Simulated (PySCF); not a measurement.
H3Si, SMILES [SiH3+], charge +1.

Geometry: PBE0-D3(BJ)/def2-TZVPD.

Two levels are set side by side: PBE/def2-TZVPD (PySCF) and M06-2X/def2-TZVPD (PySCF). Same geometry, gas phase. Differences are taken from unrounded values.

```tsv
quantity	PBE
orbital gap (eV)	5.07
highest occupied level (eV)	-16.33
lowest empty level (eV)	-11.26
mean polarisability (bohr³)	20.8
```

Task: These are the PBE values. What does M06-2X give? (An estimate is asked for; the answer gives what the named calculation found.)

Result: 
| quantity | M06-2X | PBE minus M06-2X |
|---|---|---|
| orbital gap (eV) | 9.61 | -4.54 |
| highest occupied level (eV) | -18.94 | 2.62 |
| lowest empty level (eV) | -9.33 | -1.93 |
| mean polarisability (bohr³) | 20.1 | 0.8 |

Without exact exchange PBE keeps part of each electron's self-repulsion, which lifts occupied levels and narrows the gap. Loosely held outer electrons make PBE densities more polarisable. Differences between two approximate levels are no errors against the true value.

Rough cost on one machine, each run with all the roots and properties that it gave: M06-2X against PBE about 4 times.
